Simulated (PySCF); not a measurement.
Species: C7H9F3O2.
Z-matrix (Å and degrees, PBE0-D3(BJ)/def2-SVP geometry), rows numbered from 1:
```
C 
C   1  1.5089
O   2  1.4115  1  108.04
C   3  1.3884  2  112.48  1   179.17
O   4  1.3898  3  112.50  2    62.45
C   5  1.4005  4  111.40  3   -61.28
C   6  1.5356  5  110.87  4    56.16
C   7  1.4835  2  112.08  1   -65.49
F   8  1.3412  7  115.68  2   -59.66
C   8  1.3334  7  126.39  2   120.34
F  10  1.3117  8  123.23  7    -0.02
F  10  1.3078  8  124.64  7  -179.93
H   1  1.1004  2  110.35  3    62.46
H   1  1.0990  2  109.77  3   -56.76
H   1  1.0991  2  110.97  3  -176.87
H   2  1.1109  1  109.63  3   118.51
H   4  1.0978  3  107.49  2  -179.46
H   4  1.1151  3  109.71  2   -59.92
H   6  1.0993  5  107.62  4   177.24
H   6  1.1092  5  110.57  4   -65.01
H   7  1.1011  2  107.76  1    54.21
```

Computed with PBE0-D3(BJ)/def2-SVP geometry optimisation, gas phase in PySCF.

Take the most abundant isotopes and a rigid rotor. The values belong to one conformer with, in the numbering `[CH3:1][C@@H:2]1[O:3][CH2:4][O:5][CH2:6][C@H:7]1[C:8]([F:9])=[C:10]([F:11])[F:12]`, C6–C7–C8–F9 62°, C1–C2–O3–C4 179°, C2–O3–C4–O5 62°, O3–C4–O5–C6 -61°, C4–O5–C6–C7 56°.

(1) Give the principal moments of inertia and the rotational constants in MHz.

(2) Classify the top.

(3) Is it planar, by Δ = Ic − Ia − Ib?

(4) List the rotational levels J(Ka,Kc) to J = 2 (cm⁻¹).

(5) Predict some low-J microwave lines.

(6) Estimate the classical rotational partition function at 10 K, 100 K and 500 K.

Answers

(1) Ia = 307.65, Ib = 898.33, Ic = 964.06 u·Å²; 505379 MHz·u·Å²/I gives A = 1643, B = 562.6, C = 524.2 MHz.

(2) A near-prolate asymmetric top: κ = (2 × 562.6 − 1643 − 524.2)/(1643 − 524.2) = -0.93.

(3) Not planar: Δ = Ic − Ia − Ib = -241.92 u·Å². For a rigid frame Δ = −2 Σ m c², so Σ m c² = 120.96 u·Å² lies off the ab plane: 8.37 from hydrogen and 112.60 from heavier atoms. The atom farthest from that plane is 1.68 Å away.

(4) Above 0(0,0):
J = 1: 1(0,1) 0.0363, 1(1,1) 0.0723, 1(1,0) 0.0736
J = 2: 2(0,2) 0.1087, 2(1,2) 0.1435, 2(1,1) 0.1473, 2(2,1) 0.2554, 2(2,0) 0.2555
The levels of one J sum to (2J + 1)J(J + 1)(A + B + C)/3.

(5) The dipole components are |μa| = 0.11 D, |μb| = 0.21 D, |μc| = 0.54 D. Intensities carry the squares of the components, which stand as 0.04 : 0.15 : 1.00 (a : b : c). Some lines, for components of 0.1 D or more:

```json
{"type": "c", "branch": "Q", "J(Ka,Kc)": "2(1,2) ← 2(0,2)", "MHz": "1043", "lower level (cm⁻¹)": "0.109"}
{"type": "c", "branch": "Q", "J(Ka,Kc)": "1(1,1) ← 1(0,1)", "MHz": "1080", "lower level (cm⁻¹)": "0.036"}
{"type": "b", "branch": "Q", "J(Ka,Kc)": "5(2,3) ← 5(1,4)", "MHz": "3049", "lower level (cm⁻¹)": "0.590"}
{"type": "b", "branch": "Q", "J(Ka,Kc)": "3(2,1) ← 3(1,2)", "MHz": "3189", "lower level (cm⁻¹)": "0.258"}
{"type": "a", "branch": "R", "J(Ka,Kc)": "3(2,2) ← 2(2,1)", "MHz": "3260", "lower level (cm⁻¹)": "0.255"}
{"type": "b", "branch": "Q", "J(Ka,Kc)": "3(2,2) ← 3(1,3)", "MHz": "3414", "lower level (cm⁻¹)": "0.250"}
{"type": "b", "branch": "Q", "J(Ka,Kc)": "5(2,4) ← 5(1,5)", "MHz": "3589", "lower level (cm⁻¹)": "0.571"}
{"type": "b", "branch": "R", "J(Ka,Kc)": "3(1,3) ← 2(0,2)", "MHz": "4245", "lower level (cm⁻¹)": "0.109"}
{"type": "a", "branch": "R", "J(Ka,Kc)": "4(0,4) ← 3(0,3)", "MHz": "4337", "lower level (cm⁻¹)": "0.217"}
{"type": "a", "branch": "R", "J(Ka,Kc)": "4(1,3) ← 3(1,2)", "MHz": "4422", "lower level (cm⁻¹)": "0.258"}
{"type": "a", "branch": "R", "J(Ka,Kc)": "5(1,5) ← 4(1,4)", "MHz": "5334", "lower level (cm⁻¹)": "0.393"}
{"type": "c", "branch": "Q", "J(Ka,Kc)": "5(3,3) ← 5(2,3)", "MHz": "5471", "lower level (cm⁻¹)": "0.692"}
{"type": "a", "branch": "R", "J(Ka,Kc)": "5(1,4) ← 4(1,3)", "MHz": "5525", "lower level (cm⁻¹)": "0.405"}
{"type": "b", "branch": "R", "J(Ka,Kc)": "3(2,1) ← 2(1,2)", "MHz": "6621", "lower level (cm⁻¹)": "0.144"}
{"type": "c", "branch": "R", "J(Ka,Kc)": "5(1,4) ← 4(0,4)", "MHz": "6829", "lower level (cm⁻¹)": "0.362"}
{"type": "b", "branch": "R", "J(Ka,Kc)": "4(2,3) ← 3(1,2)", "MHz": "7530", "lower level (cm⁻¹)": "0.258"}
{"type": "b", "branch": "R", "J(Ka,Kc)": "5(2,4) ← 4(1,3)", "MHz": "8540", "lower level (cm⁻¹)": "0.405"}
{"type": "b", "branch": "R", "J(Ka,Kc)": "5(2,3) ← 4(1,4)", "MHz": "8958", "lower level (cm⁻¹)": "0.393"}
{"type": "b", "branch": "R", "J(Ka,Kc)": "4(3,2) ← 3(2,1)", "MHz": "9841", "lower level (cm⁻¹)": "0.364"}
{"type": "c", "branch": "R", "J(Ka,Kc)": "4(3,2) ← 3(2,2)", "MHz": "9846", "lower level (cm⁻¹)": "0.364"}
{"type": "c", "branch": "R", "J(Ka,Kc)": "5(3,3) ← 4(2,3)", "MHz": "10937", "lower level (cm⁻¹)": "0.509"}
{"type": "b", "branch": "R", "J(Ka,Kc)": "5(3,2) ← 4(2,3)", "MHz": "10938", "lower level (cm⁻¹)": "0.509"}
```

(6) Point group C1, symmetry number σ = 1; q = (√π/σ)·√((kT/h)³/(ABC)), k/h = 20836.6 MHz/K: 7660 at 10 K, 242000 at 100 K, 2710000 at 500 K.

Stationary, but not proved a minimum. Zero-point vibration and centrifugal distortion are left out. A rigid rotor knows nothing of internal rotation, which can split or shift real lines.

Rough CPU time on one thread of a shared machine: about 11 min. These figures are those of the optimisation.
